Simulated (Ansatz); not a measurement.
A run for Ansatz (a program for electronic structure): R-CCSD(T)/cc-pVDZ on C5H12 (SMILES CCCCC), a point of a torsion scan.

Ansatz 0.2 input:
```yaml
crystal:
  periodic: [false, false, false]
  atoms:
    - {symbol: C, position_ang: [2.31651648, 0.76248222, 0.37676031]}
    - {symbol: C, position_ang: [1.04349789, -0.01069734, 0.70161275]}
    - {symbol: C, position_ang: [0.12091990, -0.15740073, -0.51102933]}
    - {symbol: C, position_ang: [0.53779709, -1.26882588, -1.47664245]}
    - {symbol: C, position_ang: [0.25737563, -2.66512130, -0.93357887]}
    - {symbol: H, position_ang: [2.88976617, 0.26044935, -0.39914278]}
    - {symbol: H, position_ang: [2.94526238, 0.84963315, 1.26021305]}
    - {symbol: H, position_ang: [2.07429233, 1.76431228, 0.02826436]}
    - {symbol: H, position_ang: [1.30299888, -0.99531267, 1.09205022]}
    - {symbol: H, position_ang: [0.50633309, 0.52172238, 1.49040527]}
    - {symbol: H, position_ang: [-0.89490614, -0.36647086, -0.16618608]}
    - {symbol: H, position_ang: [0.09536148, 0.79394405, -1.04723788]}
    - {symbol: H, position_ang: [-0.01175643, -1.14169794, -2.41260547]}
    - {symbol: H, position_ang: [1.60074846, -1.17525714, -1.70695179]}
    - {symbol: H, position_ang: [0.53553465, -3.41891155, -1.66684005]}
    - {symbol: H, position_ang: [0.82204813, -2.85481197, -0.02422995]}
    - {symbol: H, position_ang: [-0.80106519, -2.77987313, -0.70870990]}
basis:
  gaussian:
    orbitals: cc-pVDZ
magnetization: {spin_polarized: false}
correlation: {method: ccsd_t, electrons: outside_noble_gas}
scf: {lower_state_search: off}
```

Output:

```
WARN ansatz: RAYON_NUM_THREADS=2 ignored (pool sized by the plan → 2); use --threads N
Functional definition: HF
these checks for a lower state are left out or cut short: stability, starts, cluster_reference, orbital_swaps, neighbouring_geometries, increment
integrals: 0.26 GiB planned
1169 factors; integrals over basis functions are off by at most 1.1e-3 eV
mean field: 0.47 GiB planned
mean field evaluation 1: about -5339.0912 eV, gradient 3.4e1 eV
mean field evaluation 2: about -5339.3022 eV, gradient 3.4e1 eV
mean field evaluation 4: about -5342.7035 eV, gradient 3.8e0 eV
mean field evaluation 8: about -5342.7494 eV, gradient 1.4e-1 eV
mean field -5342.74949606 eV, -196.3424225347 hartree, gradient 6.0e-6 eV, S^2 0.000000; 0 other end points of the search recorded, 0 dependent functions left out
5 core orbitals not correlated
reference -5342.74949606 eV, -196.3424225347 hartree; 16, 16 occupied and 109, 109 virtual orbitals, 1169 factors
second order -19.92993785 eV of doubles, -0.00000000 eV of singles
coupled cluster: 0.87 GiB planned
cycle   1  -21.34053217 eV  change    -1.4e0 eV  update   8.5e-2
cycle   2  -21.90804702 eV  change   -5.7e-1 eV  update   2.5e-2
cycle   3  -21.96442604 eV  change   -5.6e-2 eV  update   6.9e-3
cycle   4  -21.96748334 eV  change   -3.1e-3 eV  update   1.9e-3
cycle   5  -21.96839048 eV  change   -9.1e-4 eV  update   4.6e-4
cycle   6  -21.96846967 eV  change   -7.9e-5 eV  update   1.2e-4
cycle   7  -21.96849420 eV  change   -2.5e-5 eV  update   2.8e-5
perturbative correction -0.62778654 eV, -0.0230707296 hartree
Total energy: -5365.34577680 eV, -197.1728205354 hartree
Checks for a lower state left out: stability, starts, cluster_reference, orbital_swaps, neighbouring_geometries, increment
```

The run converged.

Cost: roughly 27 core-seconds.
